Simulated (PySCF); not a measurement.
Assignment exercise: C$_{7}$H$_{11}$ClSi

Bonds (- single, = double, # triple, : aromatic): C1-C2, C2-C3, C3#C4, C4-Si5, Si5-Cl6, Si5-C7, C7-C8, C8-C9, C9-Si5. C1 carries H10, H11, H12; C2 carries H13, H14; C7 carries H15, H16; C8 carries H17, H18; C9 carries H19, H20.

- coordinates at the PBE0-D3(BJ)/def2-SVP level
- shielding tensors at PBE/pcSseg-1 (GIAO)
- run in PySCF 2.14
- no solvent model, equivalent nuclei averaged, one computed conformer, no relativistic terms

Shifts are taken against calculated references (same method and geometry level): 13C (σref 180.03), 1H (σref 31.20) vs TMS.

Q: Assign these signals to the numbered atoms. 13C{1H} NMR (computed): δ 117.6 (C), 82.8 (C), 27.5 (CH2), 19.1 (CH2), 17.5 (CH2), 15.3 (CH3).

A: 
117.6 → C3, alkyne carbon
82.8 → C4, alkyne carbon: sp carbons lie upfield of alkene carbons because the cylindrical π system leaves one tensor component strongly shielded
27.5 → C7/C9, sp3 CH2 bonded to Si
19.1 → C8, sp3 CH2 in a ring: a saturated carbon with 2 carbon neighbours and no heteroatom attached
17.5 → C2, propargylic sp3 CH2: saturated and bonded to C and H only
15.3 → C1, methyl carbon: a saturated carbon with 1 carbon neighbour and no heteroatom attached

C8 and C2 lie closer than the usual error of such a calculation, so a measured spectrum could show them in the other order.

Q: Assign these signals to the numbered atoms. 1H NMR (300 MHz, computed): δ 2.38 (q, 2H), 2.20 (m, 1H), 1.77 (m, 1H), 1.48 (m, 2H), 1.48 (m, 2H), 1.15 (t, 3H).

A: 
2.38 → H13/H14, hydrogen on a propargylic sp3 CH2
2.20 → H17, hydrogen on an sp3 CH2 in a ring
1.77 → H18, hydrogen on an sp3 CH2 in a ring
1.48 → H15/H20, hydrogen on an sp3 CH2 bonded to Si
1.48 → H16/H19, hydrogen on an sp3 CH2 bonded to Si
1.15 → H10/H11/H12, hydrogen on a methyl carbon

H15/H20 and H16/H19 lie closer than the usual error of such a calculation, so a measured spectrum could show them in the other order.

Shifts are as computed. Against solution values, carbons near 30 ppm lie about +2 ppm off and those near 130 ppm about +2 ppm. Of 1211 compounds with measured shifts, 218 miss one by over three times the rms of a fit or turn the order of signals round; such compounds aren't used in these exercises. Multiplicities follow the n + 1 count of equivalent neighbours, as no J values were calculated; m marks all less simple cases, F and P coupling included.
